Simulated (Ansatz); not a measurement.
Rb3⁺. Total charge 1; singlet. Geometry B3LYP/def2-TZVP.

```xyz
3

Rb   -1.320    0.491   -2.346
Rb    2.211   -1.612    0.014
Rb   -0.891    1.121    2.332
```

In the def2 sets Rb takes a core potential; there is no spin–orbit coupling. HSE06 is defined as in plane-wave codes, on full-range PBE exchange. The structure comes from a short search, and lower isomers may exist.

(1) Estimate the orbital energies around the gap (eV) in Ansatz with PBE/def2-SVP, PBE/def2-TZVP, r2SCAN/def2-TZVP, PBE0/def2-SVP, HSE06/def2-TZVP.

## Answers

(1) 
| orbital | PBE/def2-SVP | PBE/def2-TZVP | r2SCAN/def2-TZVP | PBE0/def2-SVP | HSE06/def2-TZVP |
| --- | --- | --- | --- | --- | --- |
| HOMO−5 | -19.13 | -19.07 | -19.59 | -20.82 | -20.36 |
| HOMO−4 | -19.13 | -19.07 | -19.59 | -20.82 | -20.36 |
| HOMO−3 | -19.12 | -19.06 | -19.56 | -20.81 | -20.34 |
| HOMO−2 | -19.07 | -19.01 | -19.51 | -20.76 | -20.29 |
| HOMO−1 | -19.07 | -19.01 | -19.51 | -20.76 | -20.29 |
| HOMO | -5.76 | -5.73 | -5.53 | -6.09 | -5.75 |
| LUMO | -4.56 | -4.54 | -4.16 | -4.06 | -4.36 |
| LUMO+1 | -4.56 | -4.54 | -4.16 | -4.06 | -4.36 |
| LUMO+2 | -3.69 | -3.77 | -3.60 | -3.31 | -3.65 |
| LUMO+3 | -3.26 | -3.32 | -2.92 | -2.82 | -3.15 |
| LUMO+4 | -3.12 | -3.21 | -2.73 | -2.70 | -3.05 |
| LUMO+5 | -3.12 | -3.21 | -2.73 | -2.70 | -3.05 |
